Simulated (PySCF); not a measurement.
TiO2, optimised at GFN2-xTB:

```xyz
3

Ti    -0.0115    -0.1072    -0.1152
O      0.6340     0.1840    -1.5833
O     -0.9672    -1.4269    -0.0735
```

Computed with PySCF (xtb for GFN2) and rigid-rotor harmonic-oscillator thermochemistry at 1 bar. 6-31G* has spherical d functions here. All species are closed-shell singlets. B3LYP is the form with VWN-RPA correlation.

Question: List the harmonic frequencies (cm⁻¹, unscaled) at this level and at the other levels, each on its own geometry.

Answer: 
- GFN2-xTB: 274, 810, 830
- B3LYP/6-31G*: 350, 1030, 1074
- HF/6-31G*: 347, 1115, 1190
- PBE/def2-SVP: 357, 1000, 1035
- PBE0/def2-TZVP: 349, 1010, 1060
